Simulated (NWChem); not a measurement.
Molecule: CH₅ClFNSi; SMILES C[Si@@](N)(F)Cl

All runs: NWChem. Geometry: optimised at PBE0/def2-SVP. One conformer.

Diagonal of the polarisability tensor at B3LYP/def2-SVPD, 589 nm: 60.79, 66.00, 54.10 bohr³.

Problem. Find the mean polarisability volume, the molar refraction, and the refractive index that an ideal gas of it would have at 273.15 K and 1 atm.

Solution. 
1. Mean: one third of the trace = 60.30 bohr³ × 0.14818 Å³/bohr³ = 8.94 Å³.
2. Molar refraction (Lorentz-Lorenz): (4π/3) N_A α = 22.5 cm³/mol.
3. Number density p/kT = 2.687 × 10⁻⁵ Å⁻³; n − 1 = 2π N α = 15.08 × 10⁻⁴.
